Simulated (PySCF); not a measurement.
Molecule: `CCP(CC)CC`, C6H15P.

Bonds (- single, = double, # triple, : aromatic): C1-C2, C2-P3, P3-C4, C4-C5, P3-C6, C6-C7. C1 carries H8, H9, H10; C2 carries H11, H12; C4 carries H13, H14; C5 carries H15, H16, H17; C6 carries H18, H19; C7 carries H20, H21, H22.

Geometry PBE0-D3(BJ)/def2-SVP throughout; GIAO in PySCF, gas phase, one conformer, non-relativistic; equivalent atoms averaged; functional PBE0.

A run gave: C2/C4/C6 22.8, C1/C5/C7 18.6, P3 -8.5, H8/H9/H10/H15/H16/H17/H20/H21/H22 0.67, H11/H12/H13/H14/H18/H19 0.46 ppm (shifts δ (against TMS, H3PO4 at the same level)).

Q: Which basis set was used in that run?
A. 6-311+G(2d,p)
B. 6-31G*
C. 6-31G
D. STO-3G

A: D. P3 tells them apart best: STO-3G gives -8.5, 6-311+G(2d,p) gives -40.2, 6-31G gives -80.2, 6-31G* gives -34.3 ppm.
